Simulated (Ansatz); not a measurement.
Reaction (cleavage of the B–Si bond): `OB[SiH]1SS1` + NH₃ → `NBO` + `[SiH2]1SS1`

Calculated with Ansatz (gas phase, PBE0-D4/def2-TZVP geometries, no zero-point term in ΔE). CCSD(T)/CBS adds triple-zeta CCSD(T) − MP2 to the extrapolated MP2 energy (def2 sets, frozen cores). This one scheme is used for every species. DFT in def2-TZVPP. HSE06 is defined as in plane-wave codes. One conformer a species, not always the lowest.

`OB[SiH]1SS1`:

```xyz
8

O    -0.356    0.362   -1.996
B     0.361    0.083   -0.891
Si   -0.571   -0.051    0.887
S     0.285   -1.472    2.197
S     0.598    0.610    2.519
H     0.169    0.408   -2.801
H     1.548   -0.088   -0.935
H    -2.034    0.147    1.020
```

NH₃:

```xyz
4

N    -0.170   -0.068    0.214
H    -0.640   -0.148   -0.679
H     0.165    0.884    0.289
H     0.645   -0.668    0.175
```

`NBO`:

Cartesian coordinates in Å:
```
N 0.564 -0.851 0.316
B 0.000 0.292 -0.256
O -1.190 0.758 0.241
H 0.132 -1.346 1.077
H 1.431 -1.243 0.000
H 0.559 0.846 -1.164
H -1.495 1.543 -0.214
```

`[SiH2]1SS1`:

Z-matrix (Å, degrees):
```
Si
S 1 2.095
S 1 2.094 2 61.8
H 1 1.477 2 118.1 3 -108.6
H 1 1.477 2 118.1 3 108.6
```

Is it downhill or uphill in electronic energy at CCSD(T)/CBS, and by how much? (An estimate is asked.)

The calculation gave: Downhill: ΔE = -1.26 eV.

What do these levels give: LDA (SPW92), PBE0-D4, r2SCANh-D4, ωB97X-V, BLYP, PBE0, r2SCAN0, HSE06, HF/def2-SVP, CCSD(T)/def2-SVP, HF/def2-QZVPP, HF/CBS(def2)? (An estimate is asked.)

Ansatz gave: LDA (SPW92) -1.30, PBE0-D4 -1.23, r2SCANh-D4 -1.30, ωB97X-V -1.29, BLYP -1.28, PBE0 -1.26, r2SCAN0 -1.33, HSE06 -1.26, HF/def2-SVP -1.55, CCSD(T)/def2-SVP -1.42, HF/def2-QZVPP -1.48, HF/CBS(def2) -1.48 eV.

Largest T1 diagnostic among the species: 0.015.

At CCSD(T), def2-SVP lies −0.16 eV from the extrapolated value and def2-TZVPP −0.01 eV. From r2SCAN to r2SCAN0 (25 % exact exchange), in def2-TZVPP and without D4, ΔE moves by −0.04 eV. The D4 term adds +0.06 eV with B3LYP and +0.03 eV with PBE0; it sums over pairs of atoms, weighted by their polarisabilities, and B3LYP, whose exchange is more repulsive, gets the larger term.

B3LYP here is the variant with VWN-RPA as its local correlation; programs differ in this.
